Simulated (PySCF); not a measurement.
VOF3, SMILES [O]=[V]([F])([F])[F], multiplicity 1. Geometry optimised at PBE-D3(BJ)/def2-SVP. The spin state was assumed, not searched.

Method: PBE-D3(BJ)/def2-SVP (PySCF 2.14.0).

Harmonic wavenumbers (cm⁻¹): 205, 205, 259, 312, 312, 723, 814, 814, 1116. Rotational constants (GHz): 3.848, 3.848, 3.333; symmetry number 3.

**Question.** Work out the zero-point energy and the ideal-gas rigid-rotor harmonic-oscillator thermochemistry at 298.15 K and 1 atm.

**Answer.** ZPE = ½ Σ hcν = ½ × 4760 cm⁻¹ = 6.80 kcal/mol. H − E(el) = 10.85 kcal/mol. Entropy in cal/(mol K): translation 40.36, rotation 24.10, vibration 9.28, total 73.73. G − E(el) = -11.14 kcal/mol. Cp = 18.97 cal/(mol K).
